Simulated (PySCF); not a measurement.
H8Si4, SMILES [SiH2]1[SiH2][SiH2][SiH2]1. Geometry optimised at PBE-D3(BJ)/def2-SVP.

Level of theory: PBE-D3(BJ)/def2-SVP (PySCF).

Harmonic wavenumbers (cm⁻¹): 87, 174, 276, 276, 374, 390, 406, 406, 425, 432, 510, 520, 578, 630, 630, 672, 672, 695, 860, 860, 870, 888, 2135, 2135, 2138, 2140, 2156, 2158, 2158, 2163. Rotational constants (GHz): 2.584, 2.584, 1.460; symmetry number 4.

Problem. Work out the zero-point energy and the ideal-gas rigid-rotor harmonic-oscillator thermochemistry at 298.15 K and 1 atm.

Solution. ZPE = ½ Σ hcν = ½ × 28811 cm⁻¹ = 172.33 kJ/mol. H − E(el) = 196.92 kJ/mol. Entropy in J/(mol K): translation 168.50, rotation 105.17, vibration 79.87, total 353.54. G − E(el) = 91.52 kJ/mol. Cp = 143.31 J/(mol K). Modes under 150 cm⁻¹ make the vibrational entropy uncertain.
